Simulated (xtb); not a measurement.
Cl$_{2}$Fe, charge +1, quartet, at a GFN2-xTB geometry of the parent state (such geometries of metal compounds can be far from the true shape) (a state made from the parent by changing its charge; the spin is typed, not shown lowest); GFN1-xTB (xtb).

Here is a job for xtb.
```
$ xtb mol.xyz --gfn 1 --chrg 1 --uhf 3 --json

# file mol.xyz
3

Fe    -0.40815377     0.20857746    -0.36293014
Cl     1.54992816     0.14750098    -0.93808064
Cl    -0.92569298    -0.46650180     1.49315026
```

Output, abridged:

```
   ID    Z sym.   atoms
    1   26 Fe     1
    2   17 Cl     2, 3

           -------------------------------------------------
          |                Calculation Setup                |
           -------------------------------------------------

           -------------------------------------------------
          |                 G F N 1 - x T B                 |
           -------------------------------------------------

          ...................................................
          :                      SETUP                      :
          :.................................................:
          :  # basis functions                  30          :
          :  # atomic orbitals                  27          :
          :  # shells                            9          :
          :  # electrons                        21          :
          :  # halogen bonds                     0          :
          :  max. iterations                   250          :
          :  Hamiltonian                  GFN1-xTB          :
          :  restarted?                      false          :
          :  GBSA solvation                  false          :
          :  PC potential                    false          :
          :  electronic temp.          300.0000000     K    :
          :  accuracy                    1.0000000          :
          :  -> integral cutoff          0.2500000E+02      :
          :  -> integral neglect         0.1000000E-07      :
          :  -> SCF convergence          0.1000000E-05 Eh   :
          :  -> wf. convergence          0.2000000E-04 e    :
          :  Broyden damping             0.4000000          :
          :  net charge                          1          :
          :  unpaired electrons                  3          :
          ...................................................

 iter      E             dE          RMSdq      gap      omega  full diag
   1      5.9176855  0.591769E+01  0.449E+01    0.20       0.0  T
   2     26.0141532  0.200965E+02  0.543E+01    0.04       1.0  T
   3     -4.0998779 -0.301140E+02  0.223E+01    0.05       1.0  T
   4     -8.0199299 -0.392005E+01  0.224E+01    0.40       1.0  T
   5    -10.9203835 -0.290045E+01  0.786E+00    0.44       1.0  T
   6     13.1342323  0.240546E+02  0.421E+01    0.05       1.0  T
   7     10.6808592 -0.245337E+01  0.458E+01    0.19       1.0  T
   8      3.7208283 -0.696003E+01  0.364E+01    0.20       1.0  T
   9     -6.1425605 -0.986339E+01  0.210E+01    0.03       1.0  T
  10     -9.2812459 -0.313869E+01  0.143E+01    0.17       1.0  T
  11     -9.0535529  0.227693E+00  0.141E+01    0.16       1.0  T
  12    -10.4532042 -0.139965E+01  0.632E+00    0.31       1.0  T
  13     -9.2890152  0.116419E+01  0.153E+01    0.46       1.0  T
  14     -8.5433047  0.745711E+00  0.177E+01    0.42       1.0  T
  15     -8.9318211 -0.388516E+00  0.162E+01    0.44       1.0  T
  16    -10.5565040 -0.162468E+01  0.690E+00    0.49       1.0  T
  17    -10.9257205 -0.369217E+00  0.125E+00    0.49       1.0  T
  18    -10.9171707  0.854977E-02  0.166E+00    0.44       1.0  T
  19    -10.8908551  0.263156E-01  0.232E+00    0.42       1.0  T
  20    -10.9224225 -0.315673E-01  0.133E+00    0.44       1.0  T
  21    -10.9319244 -0.950187E-02  0.112E+00    0.48       1.0  T
  22    -10.9266646  0.525972E-02  0.139E+00    0.48       1.0  T
  23    -10.9266320  0.326451E-04  0.133E+00    0.48       1.0  T
  24    -10.9232782  0.335382E-02  0.131E+00    0.49       1.0  T
  25    -10.9220231  0.125511E-02  0.128E+00    0.49       1.0  T
  26    -10.9297455 -0.772246E-02  0.744E-01    0.48       1.0  T
  27    -10.9334073 -0.366182E-02  0.266E-01    0.47       1.0  T
  28    -10.9338885 -0.481150E-03  0.811E-02    0.47       1.0  T
  29    -10.9339242 -0.357606E-04  0.383E-02    0.47       1.5  T
  30    -10.9339315 -0.728745E-05  0.204E-02    0.47       2.8  T
  31    -10.9339346 -0.308521E-05  0.308E-03    0.47      18.8  T
  32    -10.9339347 -0.508796E-07  0.186E-03    0.47      31.0  T
  33    -10.9339347 -0.267111E-07  0.286E-04    0.47     201.9  T
  34    -10.9339347 -0.600163E-09  0.126E-04    0.47     456.6  T
  35    -10.9339347 -0.121913E-09  0.352E-06    0.47   16418.6  T

   *** convergence criteria satisfied after 35 iterations ***

         :::::::::::::::::::::::::::::::::::::::::::::::::::::
         ::                     SUMMARY                     ::
         :::::::::::::::::::::::::::::::::::::::::::::::::::::
         :: total energy             -10.919053656739 Eh    ::
         :: gradient norm              0.057786694833 Eh/a0 ::
         :: HOMO-LUMO gap              0.465409444102 eV    ::
         ::.................................................::
         :: SCC energy               -10.933934692817 Eh    ::
         :: -> electrostatic           0.135851472459 Eh    ::
         :: repulsion energy           0.015874343749 Eh    ::
         :: dispersion energy         -0.000993307672 Eh    ::
         :: halogen bond corr.         0.000000000000 Eh    ::
         :: add. restraining           0.000000000000 Eh    ::
         :: total charge               1.000000000284 e     ::
         :::::::::::::::::::::::::::::::::::::::::::::::::::::

           -------------------------------------------------
          |                Property Printout                |
           -------------------------------------------------

    * Orbital Energies and Occupations

         #    Occupation            Energy/Eh            Energy/eV
      -------------------------------------------------------------
         1        2.0000           -1.2136690             -33.0256
         2        2.0000           -1.2048767             -32.7864
         3        2.0000           -0.7517202             -20.4553
         4        2.0000           -0.7462126             -20.3055
         5        2.0000           -0.7459733             -20.2990
         6        2.0000           -0.7454304             -20.2842
         7        2.0000           -0.7356941             -20.0193
         8        2.0000           -0.7262765             -19.7630
         9        1.5290           -0.7062184             -19.2172
        10        1.4710           -0.7059975             -19.2112
        11        1.0000           -0.6852057             -18.6454
        12        0.9999           -0.6833825             -18.5958 (HOMO)
        13        0.0001           -0.6662791             -18.1304 (LUMO)
        14                         -0.4993931             -13.5892
        15                         -0.4158242             -11.3152
        16                         -0.3421406              -9.3101
        17                         -0.3398423              -9.2476
        18                         -0.3374538              -9.1826
        19                         -0.3374053              -9.1813
        20                         -0.3372483              -9.1770
        21                         -0.3372377              -9.1767
        22                         -0.3241537              -8.8207
        23                         -0.3194752              -8.6934
       ...                                ...                  ...
        27                          0.1909838               5.1969
      -------------------------------------------------------------
                  HL-Gap            0.0171035 Eh            0.4654 eV
             Fermi-level           -0.6904369 Eh          -18.7877 eV

  Mulliken/CM5 charges         n(s)   n(p)   n(d)
     1Fe    0.10190  0.24693   0.266  0.828  6.804
     2Cl    0.44905  0.37654   1.887  4.676 -0.013
     3Cl    0.44905  0.37654   1.887  4.676 -0.013

Wiberg/Mayer (AO) data.
largest (>0.10) Wiberg bond orders for each atom

 ---------------------------------------------------------------------------
     #   Z sym  total        # sym  WBO       # sym  WBO       # sym  WBO
 ---------------------------------------------------------------------------
     1  26 Fe   3.731 --     2 Cl   1.865     3 Cl   1.865
     2  17 Cl   2.085 --     1 Fe   1.865     3 Cl   0.219
     3  17 Cl   2.085 --     1 Fe   1.865     2 Cl   0.219
 ---------------------------------------------------------------------------

Topologies differ in total number of bonds
Writing topology from bond orders to xtbtopo.mol

 dipole moment from electron density (au)
     X       Y       Z
  -0.1604   0.0820  -0.1426  total (Debye):    0.584

           -------------------------------------------------
          | TOTAL ENERGY              -10.919053656739 Eh   |
          | GRADIENT NORM               0.057786694833 Eh/α |
          | HOMO-LUMO GAP               0.465409444102 eV   |
           -------------------------------------------------

normal termination of xtb
```
